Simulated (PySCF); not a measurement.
C2H9ClOSi2.

```xyz
15

C      2.9667    -0.1815    -0.8064
O      1.7468    -0.7167    -0.3273
Si     0.2657    -0.0094    -0.5559
Cl     0.2281     1.8698     0.3783
Si    -1.3657    -1.3088     0.4967
C     -2.9797    -0.3398     0.5524
H      3.1975     0.7819    -0.3186
H      3.7720    -0.8945    -0.5758
H      2.9403    -0.0237    -1.9006
H      0.0558     0.2784    -2.0101
H     -0.8669    -1.5984     1.8769
H     -1.5357    -2.6079    -0.2278
H     -3.3692    -0.1568    -0.4614
H     -3.7498    -0.8848     1.1206
H     -2.8171     0.6359     1.0365
```

The structure is a stationary point at r2SCAN-D4/def2-SVP. The structure was generated by enumeration; whether it is a known compound was not checked. The values are those of a single conformer.

Calculation: PBE0/pcSseg-1 run with PySCF. Non-relativistic, no solvent.

Give the absolute GIAO shielding of each atom: isotropic value and principal components (ppm). (The exact figures need the calculation; the answer reports its results.)


```json
[
 {"atom": "C1", "σ(iso)": "129.1", "σ11": "98.3", "σ22": "106.3", "σ33": "182.6", "span": "84.3"},
 {"atom": "O2", "σ(iso)": "291.0", "σ11": "210.0", "σ22": "302.8", "σ33": "360.1", "span": "150.1"},
 {"atom": "Si3", "σ(iso)": "336.0", "σ11": "290.3", "σ22": "335.6", "σ33": "382.1", "span": "91.8"},
 {"atom": "Cl4", "σ(iso)": "912.8", "σ11": "750.4", "σ22": "978.3", "σ33": "1009.6", "span": "259.2"},
 {"atom": "Si5", "σ(iso)": "422.1", "σ11": "399.2", "σ22": "404.5", "σ33": "462.8", "span": "63.6"},
 {"atom": "C6", "σ(iso)": "196.1", "σ11": "189.7", "σ22": "197.4", "σ33": "201.3", "span": "11.6"},
 {"atom": "H7", "σ(iso)": "27.4", "σ11": "22.5", "σ22": "26.2", "σ33": "33.3", "span": "10.9"},
 {"atom": "H8", "σ(iso)": "27.4", "σ11": "23.1", "σ22": "25.1", "σ33": "34.1", "span": "11.0"},
 {"atom": "H9", "σ(iso)": "27.8", "σ11": "24.1", "σ22": "25.2", "σ33": "34.1", "span": "10.0"},
 {"atom": "H10", "σ(iso)": "25.5", "σ11": "22.8", "σ22": "23.5", "σ33": "30.2", "span": "7.4"},
 {"atom": "H11", "σ(iso)": "27.4", "σ11": "24.1", "σ22": "25.9", "σ33": "32.2", "span": "8.0"},
 {"atom": "H12", "σ(iso)": "27.5", "σ11": "23.9", "σ22": "25.8", "σ33": "32.8", "span": "8.9"},
 {"atom": "H13", "σ(iso)": "31.2", "σ11": "26.7", "σ22": "28.5", "σ33": "38.4", "span": "11.7"},
 {"atom": "H14", "σ(iso)": "30.9", "σ11": "25.8", "σ22": "27.5", "σ33": "39.2", "span": "13.4"},
 {"atom": "H15", "σ(iso)": "30.9", "σ11": "25.3", "σ22": "30.1", "σ33": "37.3", "span": "12.0"}
]
```
